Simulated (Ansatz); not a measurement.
A nudged elastic band was laid between two geometries of CH5AlFNSi (10 atoms, charge 0, multiplicity 1).

These are results of Ansatz, RKS BLYP-D4/def2-SVP, not measurements.

```
movable images  : 7
climbing image  : yes
spring          : 5.0 eV/Å²
optimiser       : quadratic models (default)
start path      : through a guess of the saddle point
force threshold : 0.03 eV/Å
iteration limit : 60
end points      : relaxed
```

Image 0:

```xyz
10
Properties=species:S:1:pos:R:3
N -0.032 0.068 1.373
Si 1.173 -1.082 -0.028
F 0.013 -2.306 0.158
C 0.148 -0.044 -1.405
Al -0.484 1.211 -0.079
H 0.351 0.410 2.266
H -0.667 -0.714 1.596
H 0.697 0.396 -2.265
H -0.593 -0.772 -1.799
H -0.523 2.784 0.184
```

Image 8:

```xyz
10
Properties=species:S:1:pos:R:3
N -0.037 -0.948 1.615
Si 0.585 -1.057 0.037
F 1.406 -2.468 -0.025
C 0.395 0.080 -1.239
Al -0.601 1.670 -0.931
H 0.113 -1.657 2.334
H -0.597 -0.147 1.916
H 0.871 -0.166 -2.203
H -1.216 1.853 0.544
H -0.837 2.788 -2.044
```

(1) Which bonds break or form, and what moves?

(2) Give the energies along the band, and the barrier.

(3) What is the geometry of the highest image?

Results:

(1) Bonds broken: N1–Al5, C4–H9. Bonds formed: Al5–H9.

(2) The forces met the threshold. The highest image is number 5 of 0 to 8, 60.7 kcal/mol above the first end and 48.2 kcal/mol above the last; the last end lies 12.5 kcal/mol above the first. The profile has 3 maxima (images 3, 5, 7) with wells between them (images 4, 6): this band takes more than one step, which may be the mechanism or a detour left from its start path. Neighbouring images differ by up to 2.0 eV, so the band resolves the path poorly. A vibrational analysis at the climbing image gives one clearly imaginary mode, 1038i cm⁻¹: a first-order saddle point. The orbitals stay closed-shell, which can raise the energy where a bond breaks towards radicals; this wasn't checked here.

```
image  path coordinate (Å)  energy (kcal/mol)  N1–Al5 (Å)  C4–H9 (Å)  Al5–H9 (Å)
    0                 0.00                0.0        1.90       1.11        2.63
    1                 2.01               10.3        2.06       1.12        2.69
    2                 4.01               20.6        3.31       1.11        2.86
    3                 6.02               23.4        3.85       1.12        2.48
    4                 8.03               22.1        3.65       1.11        2.63
    5                10.04               60.7        3.87       1.77        1.76
    6                12.54               13.8        3.71       2.95        1.60
    7                15.04               16.5        3.78       3.03        1.60
    8                17.53               12.5        3.70       2.99        1.61
```

(3) 
```xyz
10
Properties=species:S:1:pos:R:3
N -0.432 -1.175 1.491
Si 0.496 -0.319 0.301
F 1.969 -1.053 0.491
C -0.032 -0.053 -1.455
Al 0.265 1.775 -0.917
H -1.330 -0.819 1.822
H 0.068 -1.687 2.222
H -0.141 -0.755 -2.313
H -0.976 0.758 -0.192
H 0.195 3.277 -1.448
```

Run time: 8.6 min on 2 threads of Arm Neoverse V1, with other jobs on the host, peak memory 0.15 GiB.
